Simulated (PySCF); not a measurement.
Input for PySCF:
```python
from pyscf import gto, scf, mcscf, mrpt
import numpy

mol = gto.Mole()
mol.atom = '''
    Si   -1.342653   -0.042573   -0.239103
    F    -2.160686   -1.698844    1.015367
    F    -1.972157    1.239402    0.470963
    Si    0.916299    0.008275   -0.109858
    F     1.648826    0.069982    1.295811
    F     1.544587    1.235593   -0.897760
    F     1.586605   -1.249057   -0.811399
    H    -1.959134   -0.152499   -1.545599
'''
mol.basis = 'sto-3g'
mol.charge = 0
mol.spin = 0
mol.verbose = 4
mol.build()

mf = scf.RHF(mol)
mf.kernel()
mc = mcscf.CASCI(mf, 4, 4)
mc.fix_spin_(ss=0.0)
mc.kernel()
occ = numpy.linalg.eigvalsh(mc.fcisolver.make_rdm1(mc.ci, mc.ncas, mc.nelecas))[::-1]
ss = mc.fcisolver.spin_square(mc.ci, mc.ncas, mc.nelecas)[0]
print('natural occupations', occ.round(4), ' <S^2>', round(ss, 4))
e2 = mrpt.NEVPT(mc).kernel()
print('E(NEVPT2) = %.10f' % (mc.e_tot + e2))
```

Task: Estimate the natural occupations of the active orbitals that CASCI(4,4)+NEVPT2/STO-3G (PySCF) returns for this input.

Result: 2.00, 1.82, 0.18, 0.00

Task: Predict the total energy from CASCI(4,4)+NEVPT2/STO-3G.

Result: -1062.1548 Eh

Task: What SCF-reference HOMO energy does CASCI(4,4)+NEVPT2/STO-3G give?

Result: -8.07 eV

Task: What SCF-reference Mulliken (on the basis functions themselves) charges in atom order does CASCI(4,4)+NEVPT2/STO-3G give?

Result: Si1 0.65, F2 -0.23, F3 -0.31, Si4 1.05, F5 -0.34, F6 -0.35, F7 -0.35, H8 -0.13

Task: What is the computed nuclear repulsion energy (CASCI(4,4)+NEVPT2/STO-3G)?

Result: 484.7905 Eh
